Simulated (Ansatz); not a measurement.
Consider the redistribution: `C=C([SiH3])[SiH2]O` + `C=C[Se][GeH3]` → `C=C[Se][SiH2]O` + `C=[C]([SiH3])[GeH3]`.

Isolated molecules relaxed with PBE0-D4/def2-TZVP in Ansatz; ΔE leaves out vibrations. CCSD(T)/CBS adds triple-zeta CCSD(T) − MP2 to the extrapolated MP2 energy (def2 sets, frozen cores). DFT in def2-TZVPP. For Ge, Se outer-core shells are correlated without core-valence functions, which leaves a few kJ/mol of doubt a bond. Scalar relativity is left out up to krypton. Each species was taken in one conformer, which may not be the lowest.

| species | r2SCAN-D4 energy (Eh) |
| --- | --- |
| `C=C([SiH3])[SiH2]O` | -735.19760 |
| `C=C[Se][GeH3]` | -4558.32534 |
| `C=C[Se][SiH2]O` | -2846.09012 |
| `C=[C]([SiH3])[GeH3]` | -2447.43141 |

(1) Work out ΔE.

Largest T1 diagnostic among the species: 0.012.

Answers

(1) ΔE = (-2846.09012) + (-2447.43141) − (-735.19760) − (-4558.32534) = 0.00141 Eh = +3.7 kJ/mol. CCSD(T)/CBS gives -0.4 kJ/mol.

In def2-TZVPP, CCSD(T) changes the Hartree–Fock value by −13.7 kJ/mol (the triples alone add −2.0 kJ/mol) and MP2 by −15.5 kJ/mol. The D4 term adds −3.3 kJ/mol with B3LYP and −1.8 kJ/mol with PBE0; it sums over pairs of atoms, weighted by their polarisabilities, and B3LYP, whose exchange is more repulsive, gets the larger term.

B3LYP here is the variant with VWN-RPA as its local correlation; programs differ in this.
